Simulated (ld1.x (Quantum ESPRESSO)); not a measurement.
## krypton, ultrasoft: configuration errors across variants

ld1.x (Quantum ESPRESSO) 7.5 input, shortened:

```
&input
   title='Kr', zed=36., rel=1, dft='PZ', iswitch=3,
   config='[Ar] 3d10 4s2 4p5.75 4d-2'
 /
 &inputp
   pseudotype=3, tm=.true., lloc=-2, rcloc=1.15,
   nlcc=.false.,
   which_augfun='PSQ', rmatch_augfun_nc=.true.
 /
6
4S  1  0   2.00   0.00  1.25  1.40  0.0
4S  1  0   0.00  -0.45  1.25  1.40  0.0
4P  2  1   5.75   0.00  1.45  1.55  0.0
4P  2  1   0.00  -0.10  1.45  1.55  0.0
4D  3  2  -2.00   0.35  1.35  1.45  0.0
4D  3  2  -2.00   2.85  1.35  1.45  0.0
 &test
   configts(1)='4s2 4p5.75'
 /
```

All-electron excitation energies from the reference (eV): (1) 4s2 4p6 -2.653; (2) 4s2 4p5 11.784; (3) 4s2 4p4 37.121; (4) 4s2 4p5.5 3.277; (5) 4s2 4p3 74.395; (6) 4s2 4p2 124.468; (7) 4s1 4p6 26.321; (8) 4s2 4p5.75 spin -0.010; (9) 4s2 4p5 spin 11.607.

Spin tests fill each open shell by Hund’s rule, majority spin first.

4 further variants failed, have other tests or another functional or relativity, and are left out.

Errors AE − PS in meV (a dash: test not solved or not reliable):

```tsv
change	(1)	(2)	(3)	(4)	(5)	(6)	(7)	(8)	(9)	bound ghosts
base	+0.6	-2.7	-8.7	-0.7	-15	-10	-1.0	+1.4	+24	none
waves 4d channel at 0.35 Ry: rcut 1.35, rcutus 1.46 bohr; 4d channel at 2.85 Ry: rcut 1.35, rcutus 1.46 bohr	+0.6	-2.7	-8.7	-0.7	-15	-10	-1.0	+1.4	+24	none
wave 4d channel at 0.35 Ry: rcut 1.35, rcutus 1.45 bohr becomes 4d channel at 1.16 Ry: rcut 1.35, rcutus 1.45 bohr	+0.6	-2.7	-8.7	-0.7	-15	-10	-1.0	+1.4	+24	none
core correction a·sin(br)/r model core inside 0.62 bohr	+0.4	-4.8	-28	-0.9	-88	-208	-18	-0.1	-7.4	none
local potential all-electron potential smoothed inside 1.20 bohr (lloc = -1)	+0.6	-2.7	-8.7	-0.7	-15	-10	-1.0	+1.4	+24	none
all radii scaled by about 1.10 (s 1.54, p 1.70, d 1.60 bohr, rcut 1.38/1.60/1.48); local potential all-electron potential smoothed inside 1.26 bohr (lloc = -2)	+0.6	-2.6	-8.5	-0.7	-14	-2.1	-0.6	+1.3	+23	none
waves 4p (bound): rcut 1.18, rcutus 1.26 bohr; 4p channel at -0.1 Ry: rcut 1.18, rcutus 1.26 bohr	+0.5	-1.9	-7.5	-0.6	-17	-27	+15	+2.0	+35	none
local potential all-electron potential smoothed inside 1.22 bohr (lloc = -2)	+0.6	-2.6	-8.7	-0.7	-15	-10	-1.0	+1.4	+24	none
```

**Question.** Give the same row for: augmentation built from norm-conserving waves at rcut, not smoothed further.

**Answer.** +0.6, -1.0, +3.9, -0.5, +30, +105, +2.5, +1.4, +26; bound ghosts: none.
